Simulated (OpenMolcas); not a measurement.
Nd3+ among 3 point charges of -0.5 e arranged as a planar triangle (D3h).

| Property | Result |
| --- | --- |
| Program | OpenMolcas 26.06 |
| Method | CASSCF |
| Basis | ANO-RCC-VTZP [8s7p5d3f2g1h] |
| Scalar Hamiltonian | DKH2, point nucleus |
| Active space | 3 electrons in 7 orbitals (4f) |
| State averaging | 2S+1 = 4 odd, 35 roots; 2S+1 = 2 odd, 89 roots kept (CI in the orbitals of an earlier block) |
| Spin-orbit coupling | RASSI with atomic mean-field integrals over the reference wave functions |

All point charges move together. At R = 2.75 Å the width of the lowest J multiplet is 152 cm-1, and at R = 2.9 Å it is 129 cm-1.

Q: A third run gives 200 cm-1. What distance was it run at?

A: With a power law R^-n the two known points give n = -ln(129 / 152) / ln(2.9 / 2.75) = 3.09. Then R = 2.75 × (152 / 200)^(1/3.09) = 2.516 Å. The run was at 2.51 Å, so the estimate is off by +0.006 Å.

High states are left out of the spin-orbit mixing, which shifts the levels that they would mix with. Point charges carry no covalency, so the field is a model and not that of real ligands. An unlabelled pair can be two single states that coincide in this model. A group larger than the point group allows holds several states that coincide in this model. No measured value stands beside these numbers.
